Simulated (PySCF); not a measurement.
PySCF input file for Ge(H)(F)2(Me) (CH4F2Ge), SMILES [CH3][GeH]([F])[F], PBE/pcSseg-1. The structure is a stationary point at B3LYP-D3(BJ)/def2-SVP.

```python
import numpy as np
from pyscf import gto, scf, dft
from pyscf.prop.nmr import rks as nmr

mol = gto.M(
    atom='''
    Ge    0.04837708    0.27897142   -0.00000000
    C    -1.79837240   -0.29871724   -0.00000000
    F     0.85076067   -0.42617402   -1.37499547
    F     0.85076067   -0.42617402    1.37499548
    H     0.38040311    1.77746660    0.00000000
    H    -2.31124669    0.07834124   -0.89693726
    H    -2.31124670    0.07834125    0.89693728
    H    -1.82943404   -1.39779859    0.00000000
    ''',
    basis='pcSseg-1',
    charge=0,
    spin=0,
    max_memory=1600,
    verbose=3,
)
mf = dft.RKS(mol, xc='pbe')
mf.grids.level = 3
mf.conv_tol = 1e-10
mf.max_cycle = 100
mf.kernel()
n = nmr.NMR(mf)
n.verbose = 2
n.max_cycle_cphf = 60
sigma = n.kernel()
print('atom   isotropic/ppm   span/ppm')
for i, s in enumerate(sigma):
    w = np.linalg.eigvalsh((s + s.T) / 2)
    print(f'{mol.atom_symbol(i):2s}{i + 1:3d} {w.mean():14.3f} {w[2] - w[0]:11.3f}')
```

Program output:

```
converged SCF energy = -2316.49736690671
atom   isotropic/ppm   span/ppm
Ge  1       1175.646     224.984
C   2        175.972      25.613
F   3        308.868     159.177
F   4        308.868     159.177
H   5         24.938      17.801
H   6         30.471      11.619
H   7         30.471      11.619
H   8         30.176      11.321
```

Self-consistency was reached.
